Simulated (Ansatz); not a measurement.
`N[SiH2][SiH3]` + `B[SiH2]F` → `B[SiH](F)[SiH2]N` + SiH₄  (formal exchange of groups at the Si–Si bond)

Program: Ansatz. Geometries: PBE0-D4/def2-TZVP. ΔE: electronic, gas phase. CCSD(T)/CBS is the MP2 limit (def2-TZVPP, def2-QZVPP) plus CCSD(T) − MP2 in def2-TZVPP, frozen cores. This one scheme is used for every species. Functionals use def2-TZVPP. Each species was taken in one conformer, which may not be the lowest.

`N[SiH2][SiH3]`:

```xyz
10

N     1.467    0.120    1.019
Si    0.696    0.128   -0.524
Si   -1.585   -0.305   -0.223
H     1.083    0.672    1.769
H     2.473    0.099    1.072
H     1.330   -0.939   -1.344
H     0.828    1.398   -1.306
H    -2.166    0.665    0.749
H    -1.813   -1.679    0.301
H    -2.313   -0.158   -1.513
```

`B[SiH2]F`:

Z-matrix (Å, degrees):
```
Si
F 1 1.607
B 1 2.000 2 113.6
H 1 1.490 2 107.3 3 -121.7
H 1 1.490 2 107.3 3 121.8
H 3 1.197 1 118.1 2 179.8
H 3 1.194 1 124.1 2 -0.2
```

`B[SiH](F)[SiH2]N`:

```xyz
12

B    -0.891   -1.500   -1.363
Si   -0.573   -1.145    0.563
F     0.500   -2.130    1.253
Si    0.121    1.103    0.769
N     1.553    1.383   -0.142
H    -0.206   -2.206   -2.041
H    -1.774   -0.894   -1.900
H    -1.844   -1.266    1.338
H     0.438    1.419    2.188
H    -1.071    1.926    0.391
H     1.615    1.126   -1.113
H     2.130    2.183    0.059
```

SiH₄:

Z-matrix (Å, degrees):
```
Si
H 1 1.485
H 1 1.485 2 109.5
H 1 1.485 2 109.5 3 -120.0
H 1 1.485 2 109.5 3 120.0
```

**Question.** Is it downhill or uphill in electronic energy at CCSD(T)/CBS, and by how much? (An estimate is asked.)

**Answer.** Ansatz gave: Nearly level: ΔE = +2.6 kJ/mol.

**Question.** What do these levels give: PBE-D4, B2PLYP, PBE0, SCS-MP2/def2-TZVPP, CCSD/def2-TZVPP, SCS-MP2/def2-QZVPP? (An estimate is asked.)

**Answer.** Computed: PBE-D4 -4.5, B2PLYP 2.0, PBE0 1.3, SCS-MP2/def2-TZVPP 4.1, CCSD/def2-TZVPP 4.1, SCS-MP2/def2-QZVPP 4.2 kJ/mol.

Largest T1 diagnostic among the species: 0.013.

From PBE to PBE0 (25 % exact exchange), in def2-TZVPP and without D4, ΔE moves by +3.7 kJ/mol. The D4 term adds −3.3 kJ/mol with B3LYP and −2.1 kJ/mol with PBE0; it sums over pairs of atoms, weighted by their polarisabilities, and B3LYP, whose exchange is more repulsive, gets the larger term. In def2-TZVPP, CCSD(T) changes the Hartree–Fock value by −6.0 kJ/mol (the triples alone add −1.5 kJ/mol) and MP2 by −5.6 kJ/mol.

B3LYP here is the variant with VWN-RPA as its local correlation; programs differ in this.
